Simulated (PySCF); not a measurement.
A PySCF script (with the pyscf-properties extension) for the NMR shieldings of `C=CO[Si@](O)([SiH3])N(C)C`, C4H13NO2Si2, on a GFN2-xTB geometry:

```python
import basis_set_exchange as bse
import numpy as np
from pyscf import gto, dft
from pyscf.prop import nmr

atoms = """
C     2.851307   -1.699561    1.025555
C     2.097801   -0.619821    0.908710
O     1.595776   -0.202579   -0.264089
Si    0.259237    0.696312   -0.576509
O     0.515798    1.335475   -2.047195
Si    0.001305    2.464994    0.867023
N    -1.029549   -0.455052   -0.704184
C    -1.278535   -1.419083    0.340628
C    -2.228187   -0.112307   -1.430467
H     3.256187   -1.990439    1.976066
H     3.084335   -2.313422    0.173707
H     1.852118    0.005853    1.762969
H     0.866774    0.788292   -2.747093
H     1.130838    3.401551    0.883323
H    -0.131160    1.999338    2.260710
H    -1.206560    3.257178    0.609504
H    -1.946448   -1.022560    1.116576
H    -0.337816   -1.703263    0.805943
H    -1.741734   -2.314199   -0.083894
H    -2.638879   -1.005426   -1.909001
H    -2.996444    0.310151   -0.772076
H    -1.986575    0.617955   -2.197054
"""
names = dict.fromkeys(["C", "O", "Si", "N", "H"], "pcSseg-1")
basis = {el: gto.basis.parse(bse.get_basis(n, elements=[el], fmt="nwchem")) for el, n in names.items()}
mol = gto.M(atom=atoms, basis=basis, charge=0, verbose=0)
mf = dft.RKS(mol, xc="PBE0")
mf.grids.level = 2
mf.grids.alignment = dft.numint.BLKSIZE   # the property module wants whole blocks of grid points
mf.conv_tol = 1e-9
mf.kernel()

calc = nmr.RKS(mf)   # GIAO
C = mf.mo_coeff
Co = C[:, mf.mo_occ > 0]
resp = mf.gen_response(singlet=True, hermi=2)
def vind(x):   # induced exchange potential for any number of trial vectors
    d = np.einsum("pi,xij,qj->xpq", C, 2 * x.reshape(-1, C.shape[1], Co.shape[1]), Co, optimize=True)
    return np.einsum("xpq,pi,qj->xij", resp(d - d.transpose(0, 2, 1)), C, Co, optimize=True).ravel()
mo1, _ = nmr.rhf.solve_mo1(calc, with_cphf=vind)
sigma = calc.kernel(mo1)
for i, s in enumerate(sigma):   # ppm
    print("%2d %-2s %9.2f" % (i, mol.atom_pure_symbol(i), np.trace(s) / 3))
```

Question: Give the expected output.

Answer: 
```
 0 C      87.68
 1 C      34.37
 2 O     174.22
 3 Si    376.46
 4 O     279.71
 5 Si    489.43
 6 N     213.76
 7 C     149.25
 8 C     148.19
 9 H      27.31
10 H      26.80
11 H      24.98
12 H      29.60
13 H      28.48
14 H      28.48
15 H      28.53
16 H      29.46
17 H      28.54
18 H      29.42
19 H      29.35
20 H      29.47
21 H      28.52
```

These numbers come from an equivalent density-fitted implementation of the same equations, which agrees with the script to about 0.01 ppm for H and up to a few tenths of a ppm for heavy atoms, so last digits may differ.

Size and cost of the density-fitted run: 232 basis functions, 74 s wall time on 1 thread of an Arm Neoverse V1, shared host; peak memory 1.1 GiB.
